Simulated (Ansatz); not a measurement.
`FC[SiH2][SnH3]` + `F[SiH3]` → `F[SiH2][SnH3]` + `FC[SiH3]`  (formal exchange of groups at the Sn–Si bond)

Calculated with Ansatz (gas phase, PBE0-D4/def2-TZVP geometries, no zero-point term in ΔE). CCSD(T)/CBS is the MP2 limit (def2-TZVPP, def2-QZVPP) plus CCSD(T) − MP2 in def2-TZVPP, frozen cores. This one scheme is used for every species. DFT in def2-TZVPP. Elements past krypton have def2 core potentials. For Sn outer-core shells are correlated without core-valence functions, which leaves a few kJ/mol of doubt a bond. One conformer a species, not always the lowest.

(1) Is it downhill or uphill in electronic energy at CCSD(T)/CBS, and by how much? (Best estimate.)

(2) What do these levels give: PBE-D4, ωB97M-V, r2SCAN, MP2/def2-TZVPP, HF/def2-QZVPP, SCS-MP2/def2-QZVPP? (An estimate is asked.)

Largest T1 diagnostic among the species: 0.013.

Answers

(1) Ansatz gave: Uphill: ΔE = +13.0 kJ/mol.

(2) The calculation gave: PBE-D4 9.3, ωB97M-V 10.7, r2SCAN 9.6, MP2/def2-TZVPP 15.7, HF/def2-QZVPP 9.2, SCS-MP2/def2-QZVPP 13.9 kJ/mol.

In def2-TZVPP, CCSD(T) changes the Hartree–Fock value by +4.0 kJ/mol (the triples alone add +0.8 kJ/mol) and MP2 by +6.2 kJ/mol.
